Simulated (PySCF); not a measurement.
# One molecule, several mistakes: AlB2ClH2

These are calculations, not measurements. The program is PySCF 2.14.0, an open-source quantum chemistry code, run on an isolated molecule that a program drew, which may never have been made. The molecule is AlB2ClH2 (charge 0, singlet), drawn as the SMILES string `B[B]([Al])Cl`.

Each row is a Hartree-Fock (HF) and frozen-core CCSD(T) single point in the cc-pV(D+d)Z basis, meant for a local HF minimum. Run 1 is clean. Each other run has one planted mistake out of seven kinds, and not every kind appears here: one electron removed, one electron added, multiplicity raised by two, geometry at a saddle point, minimal basis STO-3G, one bond length entered in bohr, all coordinates scaled. The reference is restricted for singlets and unrestricted otherwise, and also for a bond in bohr. Adding or removing an electron swaps singlet and doublet. Electrons count all cores. HOMO and LUMO are orbital energies over both spins, the gradient is its largest component, and the lowest frequency (negative if imaginary) is given only where the gradient is small. Bond lengths are over the 5 bonds as drawn. T1 is the CCSD diagnostic: over 0.02 (restricted) or 0.045 (unrestricted) a single reference is doubtful.

Geometry of the clean run:
```xyz
6
AlB2ClH2, angstrom
B     0.3783   -1.0647    0.0513
B     1.7998   -1.0975   -0.8327
Al    2.6519   -2.2578   -2.5787
Cl    3.1388    0.0461   -0.4143
H    -0.5580   -0.3925   -0.2952
H     0.2183   -1.7816    1.0048
```

| run | electrons | basis functions | <S^2> | HOMO (eV) | LUMO (eV) | gradient (hartree/bohr) | lowest frequency (cm^-1) | mean bond (Å) | longest bond (Å) | T1 | HF (hartree) | CCSD(T) (hartree) | mistake |
|---|---|---|---|---|---|---|---|---|---|---|---|---|---|
| 1 | 42 | 84 | 0.000 | -7.39 | 0.30 | 1.9e-05 | 90 | 1.6309 | 2.263 | 0.0182 | -751.91594 | -752.31911 | no fault |
| 2 | 43 | 84 | 0.838 | -0.76 | 5.51 | 1.8e-02 | - | 1.6309 | 2.263 | 0.0397 | -751.92369 | -752.34464 | one electron added |
| 3 | 42 | 84 | 2.028 | -6.36 | -0.07 | 2.2e-02 | - | 1.6309 | 2.263 | 0.0432 | -751.88998 | -752.28293 | ? |
| 4 | 41 | 84 | 0.800 | -14.76 | -5.69 | 3.0e-02 | - | 1.6309 | 2.263 | 0.0251 | -751.67661 | -752.05158 | ? |

**Which mistake was planted in run 3, and what did it cost?**

Electrons, basis and geometry are unchanged, and <S^2> is 2.028, beside S(S+1) = 2.00 for a multiplicity of 3. So the mistake is: multiplicity raised by two. Subtracting run 1 and multiplying by 627.51 kcal/mol a hartree, the energy moved by 16.3 kcal/mol in HF and 22.7 kcal/mol in CCSD(T).

**Which mistake was planted in run 4, and what did it cost?**

It counts 41 electrons, one fewer than the clean run, at the same geometry and basis. So the mistake is: one electron removed. Subtracting run 1 and multiplying by 627.51 kcal/mol a hartree, the energy moved by 150.2 kcal/mol in HF and 167.9 kcal/mol in CCSD(T).

